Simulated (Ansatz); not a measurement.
Relaxation of H₉SiW (11 atoms, charge 0, multiplicity 2), to a largest force component of 0.03 eV/Å in at most 50 steps.

Level of theory: UKS r2SCAN/def2-SVP (Ansatz 0.2.0).

```xyz
11
Properties=species:S:1:pos:R:3
W -0.137 0.061 0.174
H 1.027 -0.918 0.952
H 1.479 0.499 0.131
H 0.458 1.023 1.479
H -1.074 -0.479 1.623
H -0.442 -1.585 0.331
H -0.112 0.405 -1.568
Si -0.308 0.195 2.963
H -0.909 -0.928 3.763
H 1.095 0.300 3.466
H -1.076 1.427 3.317
```

Where does it end, and by what steps?

The forces met the threshold. After 14 steps the energy has fallen by 0.105 eV; H2 moved furthest, 0.63 Å.

```
step  energy less start (eV)  largest force component (eV/Å)  accepted
   0                  0.0000                           0.326       yes
   1                 -0.0102                           0.213       yes
   2                 -0.0186                           0.086       yes
   3                 -0.0198                           0.034       yes
   4                 -0.0196                           0.194        no
   5                 -0.0237                           0.036       yes
   6                 -0.0316                           0.075       yes
   7                 -0.0368                           0.141       yes
   8                 -0.0426                           0.440       yes
   9                 -0.0627                           0.275       yes
  10                 -0.0918                           0.222       yes
  11                 -0.0883                           0.692        no
  12                 -0.1006                           0.033       yes
  13                 -0.1025                           0.124       yes
  14                 -0.1048                           0.012       yes
```

```xyz
11
Properties=species:S:1:pos:R:3
W -0.062 0.078 0.133
H 0.687 -0.781 1.463
H 1.575 0.284 0.448
H 0.282 1.221 1.372
H -1.248 -0.127 1.368
H -0.484 -1.520 0.439
H -0.185 0.269 -1.653
Si -0.120 0.121 2.838
H -0.595 -1.164 3.444
H 1.210 0.438 3.449
H -1.060 1.180 3.333
```

Whether the end is a true minimum wasn't checked by a vibrational analysis.

Time of the run: 56 s on 4 threads of Arm Neoverse V2, on a shared host, peak memory 0.25 GiB.
